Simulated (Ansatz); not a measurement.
Consider the redistribution: `[NH2][SnH]([OH])[SiH2]F` + `C=C(Cl)[TeH]` → `[OH][SnH]([Cl])[SiH2]F` + `C=C(N)[TeH]`.

Computed with Ansatz on PBE0-D4/def2-TZVP structures; ΔE is electronic, products minus reactants. CBS: MP2 limit from def2 TZ/QZ plus the TZ coupled-cluster correction, frozen cores. DFT in def2-TZVPP. B3LYP here is the variant with VWN-RPA as its local correlation; programs differ in this. def2 core potentials past Kr. For Sn, Te outer-core shells are correlated without core-valence functions, which leaves a few kJ/mol of doubt a bond. One conformer a species, not always the lowest.

```csv
level,ΔE (kJ/mol),difference from CCSD(T)/CBS
PBE0-D4,-128.1,-13.1
B3LYP-D4,-125.6,-10.6
ωB97X-V,-122.6,-7.6
ωB97M-V,-122.7,-7.7
B2PLYP,-121.1,-6.1
PBE,-123.4,-8.4
PBE0,-128.4,-13.4
SCS-MP2/def2-TZVPP,-112.0,3.0
HF/def2-QZVPP,-137.5,-22.5
MP2/CBS(def2),-115.8,-0.8
CCSD(T)/CBS,-115.0,0
```

Largest T1 diagnostic among the species: 0.013.

From PBE to PBE0 (25 % exact exchange), in def2-TZVPP and without D4, ΔE moves by −5.0 kJ/mol. In def2-TZVPP, CCSD(T) changes the Hartree–Fock value by +24.2 kJ/mol (the triples alone add +2.9 kJ/mol) and MP2 by +23.4 kJ/mol.
